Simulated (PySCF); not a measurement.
P (phosphorus, neutral) across methods

[Ne] 3s1 3p3 3d1, high-spin 6D determinant (an excited configuration). Calculation: PySCF 2.14, in aug-cc-pwCVDZ; the non-relativistic Hamiltonian (point nucleus).

```
   method  E (hartree)  mean ε 3s α (eV)  mean ε 3p α (eV)  mean ε 3d α (eV)  Σ⟨r²⟩ (bohr²)   ⟨S²⟩
      LDA    -339.4369           -17.486            -8.591             1.758          35.32  8.750
BHandHLYP    -340.7046           -21.834           -11.039             0.539          35.01  8.750
   M06-2X    -340.6697           -21.194           -10.951             0.480          35.26  8.750
   r2SCAN    -340.7096           -18.555            -9.062             1.688          35.00  8.750
    B3LYP    -340.7179           -19.202            -9.503             1.261          35.12  8.750
      PBE    -340.5568           -17.504            -8.551             1.704          35.13  8.750
  r2SCAN0    -340.7066           -20.562           -10.332             0.968          34.94  8.750
     PBE0    -340.5928           -19.864            -9.998             0.946          35.00  8.750
      UHF   -340.22944           -26.381           -13.859            -1.020          35.07  8.750
```

The outer electron is Rydberg-like, and this basis confines it to a smaller radius and binds it less than a complete one would.

The highest occupied level is positive at LDA, BHandHLYP, M06-2X, r2SCAN, B3LYP, PBE, r2SCAN0, PBE0: only the finite basis holds that electron, which in a density functional comes from self-interaction.
